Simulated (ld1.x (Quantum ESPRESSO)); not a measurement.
# What one change does to a pseudopotential (Si, PAW)

| Item | Value |
| --- | --- |
| Element | silicon |
| Generator | ld1.x (Quantum ESPRESSO) 7.5 |
| Type | PAW |
| Functional | BP86 |
| Relativity | scalar-relativistic |
| Frozen core | [Ne] |
| Valence charge | 4 |
| Reference configuration | 3s2 3p0 (charge +2) |
| Partial waves | 3s (bound): rcut 1.20, rcutus 1.65 bohr; 3s channel at 2.15 Ry: rcut 1.20, rcutus 1.65 bohr; 3p (bound, empty): rcut 1.80, rcutus 2.10 bohr; 3p channel at -0.55 Ry: rcut 1.80, rcutus 2.10 bohr |
| Local potential | all-electron potential smoothed inside 1.50 bohr (lloc = -1) |
| Core correction | Bessel-smoothed model core inside 1.25 bohr |
| Augmentation charge | PSQ, inside the norm-conserving radii |

All-electron outer shells of the reference configuration (BP86, scalar-relativistic, ld1.x):

```csv
shell,level (eV),outermost node (bohr),outermost maximum (bohr)
3s,-28.68,0.71,1.69
3p,-20.62,0.71,1.91
```

Change: all radii but the core radius scaled by about 0.92 (s 1.52, p 1.94 bohr, rcut 1.12/1.66); local potential all-electron potential smoothed inside 1.38 bohr (lloc = -1).

Cutoffs: the cutoffs (Ry, on a coarse ladder) from which the occupation-weighted sum of valence levels, in a spherical-Bessel basis at the reference potential, stays within 10 and 1 mRy of its value at 400 Ry; they do not see the model core or the augmentation charge, which bear on the density cutoff. Errors are all-electron minus pseudo energies relative to the spin-unpolarised reference configuration.

Q: Predict the effect on cutoff, ghosts and configuration errors.

A: The potential gets harder (12 Ry and 18 Ry → 15 Ry and 21 Ry); the errors of the 7 common tests hardly move; neither file shows a bound ghost. A smaller radius makes the pseudo-wave follow the all-electron one further in, where it bends more sharply, so more plane waves are needed.

```tsv
quantity	base	changed
cutoff, loose	12 Ry	15 Ry
cutoff, tight	18 Ry	21 Ry
bound ghosts	none	none
error for 3s2 3p2, meV [ΔE -23.94 eV]	-6.6	-6.2
error for 3s2 3p1, meV [ΔE -16.10 eV]	-3.4	-3.2
error for 3s1 3p0, meV [ΔE 34.12 eV]	-24	-23
error for 3s2 3p2.3, meV [ΔE -24.90 eV]	-6.8	-6.4
error for 3s1 3p2, meV [ΔE -8.66 eV]	-1.2	-1.2
error for 3s2 3p1.5, meV [ΔE -20.97 eV]	-5.5	-5.2
error for 3s1 3p3, meV [ΔE -17.12 eV]	-3.3	-3.3
lowest overlap eigenvalue by channel	s 0.50, p 0.78	s 0.52, p 0.75
```
